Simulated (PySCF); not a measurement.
An unknown is described by computed data only.

Formula: C2H15Al2NO2Si2.

| Item | Value |
| --- | --- |
| XPS | Si2p3/2 106.7 (×2), C1s 293.0 (×2), N1s 403.2, O1s 538.8 (×2), Al1s 1566.8, Al1s 1566.8, Si1s 1846.6 (×2) eV [ΔSCF SCAN, pcX-2 on the ionised atom, pcseg-1 elsewhere, spin-free X2C, 2p3/2 from a spin–orbit splitting computed afterwards within the 2p shell] |
| UV, first state | lowest singlet excitation: 6.40 eV (194 nm, f = 0.004) [TDDFT CAM-B3LYP/def2-SVPD] |
| 13C NMR | chemical shifts (computed TMS as zero) by class: 46.5 (2 C) ppm [GIAO HF/pcSseg-1] |
| Rotational structure | rotational constants A, B, C: 1.166, 0.580, 0.522 GHz [PBE0-D3(BJ)/def2-SVP] |
| Valence photoelectron | vertical ionisation energy: 9.26 eV [ΔSCF CAM-B3LYP/def2-SVPD] |
| UV, strongest line | among the 10 lowest singlet transitions: S9 at 7.67 eV (162 nm, f = 0.082) [TDDFT CAM-B3LYP/def2-SVPD] |

Gas-phase values; electronic properties from PySCF, density fitting. Levels stand in brackets. Isolated species at its PBE0-D3(BJ)/def2-SVP geometry (one conformer only). NMR values are class means; diastereotopic atoms form classes of their own.

Q: What is the compound? Reason from the data.

A: Numbering: `[CH3:1][O+:2]1[AlH2-:3][O+:4]([CH3:5])[AlH-:6]1[N:7]([SiH3:8])[SiH3:9]`. 2 carbons fall into 1 class: O-methyl carbon [C1/C5] (46.5 ppm, 2 C). The core levels belong to: Si2p3/2 106.7 eV, SiH3 silicon [Si8/Si9]; C1s 293.0 eV, O-methyl carbon [C1/C5]; N1s 403.2 eV, nitrogen bridging silicon atoms [N7]; O1s 538.8 eV, oxygen bonded to 2 Al and C [O2/O4]; Al1s 1566.8 eV, aluminium bonded to N, 2 O and H [Al6]; Al1s 1566.8 eV, aluminium bonded to 2 O and 2 H [Al3]; Si1s 1846.6 eV, SiH3 silicon [Si8/Si9]. One atom of each topological class was ionised and stands for its class. The first electron is taken from the HOMO, whose largest Löwdin shares are 0.52 on the nitrogen bridging silicon atoms, 0.11 on an SiH3 silicon, 0.10 on an SiH3 silicon and 0.06 on an Si–H hydrogen. The optimised geometry has point group C1 and is an asymmetric top. Structure: `[AlH2-]1[O+](C)[AlH-]([O+]1C)[N]([SiH3])[SiH3]`. The assignments are read from this structure; whether some other isomer fits the data as well wasn't checked.

Conformer computed: `[CH3:1][O+:2]1[AlH2-:3][O+:4]([CH3:5])[AlH-:6]1[N:7]([SiH3:8])[SiH3:9]`: O4–Al6–N7–Si8 -132°.
